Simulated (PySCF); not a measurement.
GeH4N (calculated)

Computed with PySCF 2.14.0. Calculation on a computer-drawn molecule: vertical ionisation energy to the stated ion spin, frozen-core CCSD(T) at the basis limit and cheaper methods, single-reference cases, UHF for radicals, no spin-orbit; all values are single points at the evaluated structure, the first of each entry, which is the reference or a displaced copy of it and isn't optimised; the reference structure only sets the zero of the energies above reference; triples share is (T) over the correlation energy; on germanium a core potential holds 10 electrons, which the energies leave out, and 3d is frozen in MP2 and coupled-cluster steps.

Common to all runs: charge 1; multiplicity 1; ion multiplicity 2; diffuse functions no; basis cc-pVnZ; basis and core potential on germanium cc-pVnZ-PP ECP10MDF; reference is the Hartree-Fock double-zeta minimum; best is HF at quadruple zeta + MP2 correlation extrapolated from triple and quadruple zeta + CCSD(T) minus MP2 at triple zeta; basis step is the size of the change from the same recipe one zeta lower.

(1) GeH4N

Evaluated structure:
```xyz
6
GeH4N
N      0.8719    -0.5988     3.0039
Ge    -0.5522    -0.5097     2.1394
H      1.2689     0.0857     3.5631
H      1.4564    -1.5954     3.0287
H     -1.2590     0.9106     2.1936
H     -1.0678    -1.5873     1.3672
```

Reference structure:
```xyz
6
GeH4N
N      0.8637    -0.6379     3.0296
Ge    -0.6108    -0.4490     2.1542
H      1.2665     0.0896     3.5963
H      1.4044    -1.4864     3.0242
H     -1.3109     0.8774     2.2576
H     -1.0923    -1.6239     1.3493
```

The calculation gives: ionisation energy best 17.69 eV; ionisation energy basis step 0.02222 eV; energy above reference best 15 kcal/mol; energy above reference basis step 0.198 kcal/mol; ionisation energy Koopmans at triple zeta 18.29 eV; ionisation energy EOM CCSD at triple zeta 17.54 eV; total energy HF triple zeta -349.9101 hartree; total energy CCSD(T) triple zeta -350.2623 hartree; total energy best -350.3053 hartree; T1 diagnostic at triple zeta 0.01586; D1 diagnostic at triple zeta 0.04907; ion T1 diagnostic at triple zeta 0.009275; ion D1 diagnostic at triple zeta 0.02315; ion spin squared at triple zeta 0.76; triples share at triple zeta 0.03515; basis functions triple zeta 125.

Drawn bonds:
```
atom  other atom  order
   1           2      1
   1           3      1
   1           4      1
   2           5      1
   2           6      1
```

Triple zeta:
```
 method  ionisation energy (eV)  energy above reference (kcal/mol)
     HF                   15.87                              15.85
    PBE                   17.71                              14.04
 r2SCAN                   17.54                              14.11
  B3LYP                   17.65                              14.52
  wB97X                   17.55                              14.43
    MP2                   17.66                              15.08
   CCSD                   17.42                              15.11
CCSD(T)                   17.56                              15.07
```

(2) GeH4N

Evaluated structure:
```xyz
6
GeH4N
N      0.8719    -0.5988     3.0039
Ge    -0.5522    -0.5097     2.1394
H      1.2689     0.0857     3.5631
H      1.4979    -1.6661     3.0305
H     -1.2590     0.9106     2.1936
H     -1.0678    -1.5873     1.3672
```

Reference structure:
```xyz
6
GeH4N
N      0.8637    -0.6379     3.0296
Ge    -0.6108    -0.4490     2.1542
H      1.2665     0.0896     3.5963
H      1.4044    -1.4864     3.0242
H     -1.3109     0.8774     2.2576
H     -1.0923    -1.6239     1.3493
```

Drawn bonds:
```
atom  other atom  order
   1           2      1
   1           3      1
   1           4      1
   2           5      1
   2           6      1
```

(3) GeH4N

Evaluated structure:
```xyz
6
GeH4N
N      0.8719    -0.5988     3.0039
Ge    -0.5522    -0.5097     2.1394
H      1.2689     0.0857     3.5631
H      1.5075    -1.6825     3.0309
H     -1.2590     0.9106     2.1936
H     -1.0678    -1.5873     1.3672
```

Reference structure:
```xyz
6
GeH4N
N      0.8637    -0.6379     3.0296
Ge    -0.6108    -0.4490     2.1542
H      1.2665     0.0896     3.5963
H      1.4044    -1.4864     3.0242
H     -1.3109     0.8774     2.2576
H     -1.0923    -1.6239     1.3493
```

Drawn bonds:
```
atom  other atom  order
   1           2      1
   1           3      1
   1           4      1
   2           5      1
   2           6      1
```

(4) GeH4N

Evaluated structure:
```xyz
6
GeH4N
N      0.8661    -0.6208     3.0355
Ge    -0.6144    -0.4481     2.1442
H      1.2672     0.0902     3.5869
H      1.3995    -1.4828     3.0325
H     -1.3143     0.8824     2.2496
H     -1.0935    -1.6292     1.3445
```

Reference structure:
```xyz
6
GeH4N
N      0.8637    -0.6379     3.0296
Ge    -0.6108    -0.4490     2.1542
H      1.2665     0.0896     3.5963
H      1.4044    -1.4864     3.0242
H     -1.3109     0.8774     2.2576
H     -1.0923    -1.6239     1.3493
```

Drawn bonds:
```
atom  other atom  order
   1           2      1
   1           3      1
   1           4      1
   2           5      1
   2           6      1
```

Q: GeH4N (entry 2): ionisation energy best?
A: 17.6 eV

Q: Give the table of triple zeta values for GeH4N (entry 2).
A: 
Triple zeta:
```
 method  ionisation energy (eV)  energy above reference (kcal/mol)
     HF                   15.75                              26.21
    PBE                   17.61                              22.17
 r2SCAN                   17.43                              22.81
  B3LYP                   17.54                              23.21
  wB97X                   17.45                              23.57
    MP2                   17.57                              23.99
   CCSD                   17.32                              24.09
CCSD(T)                   17.46                              23.83
```

Q: Estimate the energy above reference basis step of GeH4N (entry 3).
A: 0.1384 kcal/mol

Q: Estimate the total energy best of GeH4N (entry 3).
A: -350.2877 hartree

Q: GeH4N (entry 3): ionisation energy Koopmans at triple zeta?
A: 18.2 eV

Q: GeH4N (entry 3): total energy HF triple zeta?
A: -349.8894 hartree

Q: Give the table of triple zeta values for GeH4N (entry 3).
A: 
Triple zeta:
```
 method  ionisation energy (eV)  energy above reference (kcal/mol)
     HF                   15.73                              28.85
    PBE                   17.59                              24.28
 r2SCAN                   17.41                              25.06
  B3LYP                   17.52                              25.45
  wB97X                   17.42                              25.93
    MP2                   17.55                              26.29
   CCSD                    17.3                              26.41
CCSD(T)                   17.44                              26.09
```

Q: What ionisation energy basis step does the calculation give for GeH4N (entry 4)?
A: 0.02164 eV

Q: What energy above reference best does the calculation give for GeH4N (entry 4)?
A: 0.2439 kcal/mol

Q: Estimate the ionisation energy EOM CCSD at triple zeta of GeH4N (entry 4).
A: 17.26 eV

Q: Give the table of triple zeta values for GeH4N (entry 4).
A: 
Triple zeta:
```
 method  ionisation energy (eV)  energy above reference (kcal/mol)
     HF                   15.54                              0.341
    PBE                   17.44                             0.3007
 r2SCAN                   17.25                             0.3887
  B3LYP                   17.36                             0.2953
  wB97X                   17.26                             0.4194
    MP2                   17.35                              0.291
   CCSD                   17.11                             0.2708
CCSD(T)                   17.26                             0.2421
```

Further results for GeH4N (entry 2):

* ionisation energy basis step: 0.02041 eV
* energy above reference best: 23.78 kcal/mol
* energy above reference basis step: 0.1483 kcal/mol
* ionisation energy Koopmans at triple zeta: 18.22 eV
* ionisation energy EOM CCSD at triple zeta: 17.44 eV
* total energy HF triple zeta: -349.8936 hartree
* total energy CCSD(T) triple zeta: -350.2483 hartree
* total energy best: -350.2913 hartree
* T1 diagnostic at triple zeta: 0.01633
* D1 diagnostic at triple zeta: 0.05039
* ion T1 diagnostic at triple zeta: 0.01001
* ion D1 diagnostic at triple zeta: 0.02421
* ion spin squared at triple zeta: 0.762
* triples share at triple zeta: 0.03591
* basis functions triple zeta: 125

Further results for GeH4N (entry 3):

- ionisation energy best: 17.57 eV
- ionisation energy basis step: 0.01991 eV
- energy above reference best: 26.04 kcal/mol
- ionisation energy EOM CCSD at triple zeta: 17.42 eV
- total energy CCSD(T) triple zeta: -350.2447 hartree
- T1 diagnostic at triple zeta: 0.01644
- D1 diagnostic at triple zeta: 0.0507
- ion T1 diagnostic at triple zeta: 0.01024
- ion D1 diagnostic at triple zeta: 0.02446
- ion spin squared at triple zeta: 0.7627
- triples share at triple zeta: 0.03609
- basis functions triple zeta: 125

Further results for GeH4N (entry 4):

* ionisation energy best: 17.39 eV
* energy above reference basis step: 0.0333 kcal/mol
* ionisation energy Koopmans at triple zeta: 17.95 eV
* total energy HF triple zeta: -349.9348 hartree
* total energy CCSD(T) triple zeta: -350.2859 hartree
* total energy best: -350.3288 hartree
* T1 diagnostic at triple zeta: 0.01741
* D1 diagnostic at triple zeta: 0.05526
* ion T1 diagnostic at triple zeta: 0.008902
* ion D1 diagnostic at triple zeta: 0.02318
* ion spin squared at triple zeta: 0.7588
* triples share at triple zeta: 0.03521
* basis functions triple zeta: 125
